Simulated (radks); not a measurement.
Charge is removed step by step from the 4f7/2 level of the thulium ion Tm2+, starting from [Xe] 4f(5/2: 6, 7/2: 7). Method: Dirac Kohn-Sham, PBE, spin-unpolarised, spherical densities, finite nucleus; Fermi nuclear charge, rms radius 5.2256 fm; computed with a radial shooting solver on a logarithmic mesh with Libxc functionals.

\begin{tabular}{lrrr}
removed (e) & E - E(0) (eV) & eigenvalue (eV) & E minus straight line (eV) \\ \hline
0 & 0.000 & -16.975 & 0.000 \\
0.1 & 1.780 & -18.633 & -0.795 \\
0.2 & 3.728 & -20.328 & -1.423 \\
0.3 & 5.847 & -22.059 & -1.879 \\
0.4 & 8.141 & -23.824 & -2.160 \\
0.5 & 10.613 & -25.621 & -2.264 \\
0.6 & 13.266 & -27.450 & -2.186 \\
0.7 & 16.104 & -29.309 & -1.923 \\
0.8 & 19.129 & -31.198 & -1.473 \\
0.9 & 22.344 & -33.115 & -0.833 \\
1 & 25.753 & -35.061 & 0.000 \\
\end{tabular}

Removing the whole electron costs 25.753 eV by Delta-SCF, against 16.975 eV from minus the eigenvalue at the starting occupation. Slater's transition state (half an electron removed) gives 25.621 eV. Integrating minus the eigenvalue over the occupation (Janak's theorem) gives 25.753 eV. The mean slope of the eigenvalue, de/dn, is 18.1 eV per electron. Ionisation energy of Tm2+ in the NIST Atomic Spectra Database: 23.66 eV (semi-empirical).

Beside tabulated values, note that spin-unpolarised runs miss the spin-polarisation part of the exchange energy of open shells.
